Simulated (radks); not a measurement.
Initial-state core-level shifts of the chromium ion Cr2+ when its valence configuration changes from [Ar] 3d4. Method: Dirac Kohn-Sham, PBE, spin-unpolarised, spherical densities, point nucleus; open shells fill j = l - 1/2 first; computed with a radial shooting solver on a logarithmic mesh with Libxc functionals. Shifts are changes of the shell-averaged eigenvalues in eV (positive: less bound).

| valence | 1s | 2s | 3s | 3p |
|---|---|---|---|---|
| 3d3 4p1 | -8.169 | -9.131 | -7.844 | -7.585 |
| 3d3.5 4p0.5 | -3.934 | -4.383 | -3.822 | -3.698 |
| 3d2 4s2 | -15.171 | -17.357 | -14.093 | -13.565 |
| 3d3 4s1 | -6.976 | -7.961 | -6.658 | -6.411 |
| 3d2.5 4p1.5 | -12.674 | -14.214 | -12.024 | -11.620 |
| 3d2.5 4s1 4p0.5 | -11.518 | -13.071 | -10.877 | -10.486 |
| 3d1.5 4s1 4p1.5 | -21.348 | -24.216 | -19.674 | -18.977 |
| 3d2 4s1.5 4p0.5 | -15.746 | -17.930 | -14.662 | -14.127 |
| 3d3.5 4s0.5 | -3.327 | -3.791 | -3.216 | -3.098 |
